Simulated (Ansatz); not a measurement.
Energy needed to pull apart C$_{2}$H$_{2}$ClGa (SMILES C#[C][GaH][Cl]), singlet, into free ground-state atoms, from the structure below (displaced at random from a GFN2-xTB minimum); no zero-point or spin–orbit terms; open-shell atoms are treated unrestricted, in their ground-state multiplicity.

```xyz
6
angstrom
C 1.8005 -0.5630 0.0424
C 0.6641 -0.1775 0.0574
Ga -1.1833 0.4492 0.0586
Cl -2.5575 -0.3263 -1.3028
H 2.8087 -0.9065 0.0634
H -1.5937 1.5105 1.0785
```

Ansatz 0.2.0; basis: def2-TZVPP; cores frozen in the correlated methods. Filled d shells of the heavier atoms are correlated. The def2 sets are not built for correlating such inner shells, so the correlated values are less sure here.

```
    method  atomization energy (kcal/mol)
    PBE-D4                          532.5
 r2SCAN-D4                          523.9
    B97M-V                          524.2
   PBE0-D4                          522.5
r2SCAN0-D4                              ?
   wB97M-V                          520.8
        HF                              ?
       MP2                          528.8
      CCSD                          499.4
   CCSD(T)                          510.6
```

Task: What does HF give? (Judge from chemistry; the value comes from the calculation.)

Result: Computed: 380.1 kcal/mol, which is about 130.5 kcal/mol less than CCSD(T)/def2-TZVPP.

Task: What does r2SCAN0-D4 give? (An estimate is asked for; the value comes from the calculation.)

Result: Computed: 513.7 kcal/mol, which is about 3.1 kcal/mol more than CCSD(T)/def2-TZVPP.

In triple zeta the MP2 and coupled-cluster atomization energies are still short of their basis limit by a few kcal/mol a bond, whereas those of the functionals are nearly converged, so these differences are not deviations from converged CCSD(T).

The T1 diagnostic stays at or below 0.013.

For scale, one of the runs: CCSD(T)/def2-TZVPP forces, 180 basis functions (an equivalent command: `ansatz run in.yaml --threads 4`). The run took 2.3 min on 4 CPU threads (shared host), with 3.1 GiB of host memory at its peak.
